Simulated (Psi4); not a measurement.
F3La, singlet, geometry from GFN2-xTB (such geometries of metal compounds can be far from the true shape) (core potentials on La).

Input for Psi4:
```
memory 2 GB

molecule mol {
0 1
  La    0.031016   -0.056518   -0.134807
  F    -1.708650   -0.894191    0.331449
  F    -0.051073    1.901421   -0.459249
  F     1.563287   -0.649281    0.981575
}

set basis def2-svp
set reference rks

energy('pbe0')
print_variables()
```

**Question.** Estimate the total energy that PBE0/def2-SVP in Psi4 1.11 returns for this input.

**Answer.** -330.8025 Eh

**Question.** Predict the dipole moment from PBE0/def2-SVP.

**Answer.** 3.48 D

**Question.** Estimate the number of basis functions that PBE0/def2-SVP returns for this input.

**Answer.** 74

**Question.** Estimate the nuclear repulsion energy that PBE0/def2-SVP returns for this input.

**Answer.** 117.5673 Eh

**Question.** Roughly what does it cost on one core?

**Answer.** very roughly 11 core-seconds.
